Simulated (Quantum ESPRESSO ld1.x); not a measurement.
ld1.x (Quantum ESPRESSO 7.5) input

```
 &input
    atom='Au',
    iswitch=1,
    rel=2,
    dft='PW91',
    config='[Xe] 4f14 5d7 6s0 6p0 5f0 6d0',
    rel_dist='energy',
    verbosity='high',
    lsmall=.true.,
    prefix='ld1',
    max_out_wfc=37,
    file_charge='ld1.rho',
 /
```

Command: `OMP_NUM_THREADS=1 ld1.x < ld1.in > ld1.out`

Output (excerpt):

```
     Program LD1 v.7.5 starts

     --------------------------- All-electron run ----------------------------

     dirac relativistic calculation

     atomic number is 79.00
     dft =PW91   lsd =0 sic =0 latt =0  beta=0.20 tr2=1.0E-14
     Exchange-correlation= PW91
                           (   1   4   2   2   0   0   0)
     mesh =2123 r(mesh) = 100.13829 a.u. xmin = -8.00 dx = 0.00800
     1 Ry =  13.60569312 eV, c = 137.03599908

     n l j   nl                  e(Ry)          e(Ha)          e(eV)
     Spin orbit split results
     1 0 0.5 1S 1( 2.00)   -5932.495278457   -2966.247639228 -80715.7102123
     2 0 0.5 2S 1( 2.00)   -1049.068610165    -524.534305082 -14273.3055749
     2 1 0.5 2P 1( 2.00)   -1006.042629864    -503.021314932 -13687.9072906
     2 1 1.5 2P 1( 4.00)    -871.070348055    -435.535174027 -11851.5158442
     3 0 0.5 3S 1( 2.00)    -250.533818967    -125.266909484  -3408.6862578
     3 1 0.5 3P 1( 2.00)    -231.217325785    -115.608662892  -3145.8719793
     3 1 1.5 3P 1( 4.00)    -201.431928800    -100.715964400  -2740.6210084
     4 0 0.5 4S 1( 2.00)     -57.396612935     -28.698306468   -780.9207019
     4 1 0.5 4P 1( 2.00)     -49.162302709     -24.581151354   -668.8872039
     4 1 1.5 4P 1( 4.00)     -42.016911721     -21.008455861   -571.6692069
     3 2 1.5 3D 1( 4.00)    -169.412197914     -84.706098957  -2304.9703761
     3 2 2.5 3D 1( 6.00)    -163.011855919     -81.505927959  -2217.8892870
     5 0 0.5 5S 1( 2.00)     -11.762724193      -5.881362096   -160.0400157
     5 1 0.5 5P 1( 2.00)      -9.069236507      -4.534618254   -123.3932488
     5 1 1.5 5P 1( 4.00)      -7.818440082      -3.909220041   -106.3752965
     4 2 1.5 4D 1( 4.00)     -28.558897889     -14.279448944   -388.5636006
     4 2 2.5 4D 1( 6.00)     -27.228409385     -13.614204693   -370.4613823
     4 3 2.5 4F 1( 6.00)      -9.967988909      -4.983994455   -135.6213981
     4 3 3.5 4F 1( 8.00)      -9.687295908      -4.843647954   -131.8023753
     5 2 1.5 5D 1( 4.00)      -4.118930163      -2.059465081    -56.0408998
     5 2 2.5 5D 1( 3.00)      -3.972504370      -1.986252185    -54.0486754
     6 0 0.5 6S 1( 0.00)      -3.279396748      -1.639698374    -44.6184658
     6 1 0.5 6P 1( 0.00)      -2.617596449      -1.308798224    -35.6142140
     6 1 1.5 6P 1( 0.00)      -2.421410088      -1.210705044    -32.9449626
     5 3 2.5 5F 1( 0.00)      -1.350146959      -0.675073479    -18.3696852
     5 3 3.5 5F 1( 0.00)      -1.345796623      -0.672898311    -18.3104959
     6 2 1.5 6D 1( 0.00)      -1.569918661      -0.784959331    -21.3598315
     6 2 2.5 6D 1( 0.00)      -1.543502152      -0.771751076    -21.0004166
     Averaged results
     1 0     1S 1( 2.00)   -5932.495278457   -2966.247639228 -80715.7102123
     2 0     2S 1( 2.00)   -1049.068610165    -524.534305082 -14273.3055749
     2 1     2P 1( 6.00)    -916.061108658    -458.030554329 -12463.6463263
     3 0     3S 1( 2.00)    -250.533818967    -125.266909484  -3408.6862578
     3 1     3P 1( 6.00)    -211.360394461    -105.680197231  -2875.7046654
     4 0     4S 1( 2.00)     -57.396612935     -28.698306468   -780.9207019
     4 1     4P 1( 6.00)     -44.398708717     -22.199354359   -604.0752059
     3 2     3D 1(10.00)    -165.571992717     -82.785996358  -2252.7217227
     5 0     5S 1( 2.00)     -11.762724193      -5.881362096   -160.0400157
     5 1     5P 1( 6.00)      -8.235372224      -4.117686112   -112.0479472
     4 2     4D 1(10.00)     -27.760604787     -13.880302393   -377.7022696
     4 3     4F 1(14.00)      -9.807592908      -4.903796454   -133.4390994
     5 2     5D 1( 7.00)      -4.031074687      -2.015537343    -54.8455651
     6 0     6S 1( 0.00)      -3.279396748      -1.639698374    -44.6184658
     6 1     6P 1( 0.00)      -2.486805541      -1.243402771    -33.8347131
     5 3     5F 1( 0.00)      -1.347661052      -0.673830526    -18.3358627
     6 2     6D 1( 0.00)      -1.554068756      -0.777034378    -21.1441826

     final scf error:  7.4E-15 reached in  41 iterations

     Etot =  -38091.725166 Ry,  -19045.862583 Ha, -518264.323131 eV

     Ekin =   43781.552403 Ry,   21890.776202 Ha,  595678.366446 eV
     Encl =  -95676.744377 Ry,  -47838.372188 Ha,-1301748.422997 eV
     Eh   =   14534.615535 Ry,    7267.307767 Ha,  197753.518629 eV
     Exc  =    -731.148727 Ry,    -365.574364 Ha,   -9947.785208 eV
```

Run on one thread of a shared host, so times are rough (Intel(R) Xeon(R) Processor @ 2.60GHz): 0.83 s of CPU time, 1.8 s wall, 41 iterations on 2123 mesh points.
